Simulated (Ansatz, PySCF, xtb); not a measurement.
Series HO-SiH2-X, proton removed: substituent effects on one reactive site. Gas-phase values, no solvent. One relaxed conformer stands for each flexible species; it need not be the lowest. The site is fixed along the series; a substituent can offer a better one. Strings in code marks are SMILES.

Quantity: gas-phase deprotonation enthalpy at 298 K, in kJ/mol. Thermal and zero-point terms are GFN2-xTB rigid-rotor harmonic values (xtb). Levels without diffuse functions put anions too high.

Level 1: frozen-core CCSD(T)/def2-TZVPD // CAM-B3LYP-D3(BJ)/def2-TZVPD (Ansatz, a quantum-chemistry and plane-wave program)
Level 2: PBE-D3(BJ)/def2-TZVPD // CAM-B3LYP-D3(BJ)/def2-TZVPD (PySCF)
Level 3: TPSSh-D3(BJ)/def2-TZVPD // CAM-B3LYP-D3(BJ)/def2-TZVPD (PySCF)
Level 4: SVWN5/6-31G* // CAM-B3LYP-D3(BJ)/def2-TZVPD (PySCF)

```tsv
species	level 1	level 2	level 3	level 4
X = bromo, proton removed: `Br[SiH2][O-]`	1429.8	(withheld)	(withheld)	1411.5
X = cyanomethyl, proton removed: `[SiH2](CC#N)[O-]`	1435.1	1421.2	1438.7	(withheld)
X = borono, proton removed: `[O-][SiH2]B(O)O`	1463.7	1447.3	1466.8	1442.7
```

Problem. Some entries are withheld; supply them.

Solution. 
- X = bromo, proton removed: `Br[SiH2][O-]`, level 2: 1417.7
- X = bromo, proton removed: `Br[SiH2][O-]`, level 3: 1434.5
- X = cyanomethyl, proton removed: `[SiH2](CC#N)[O-]`, level 4: 1428.9
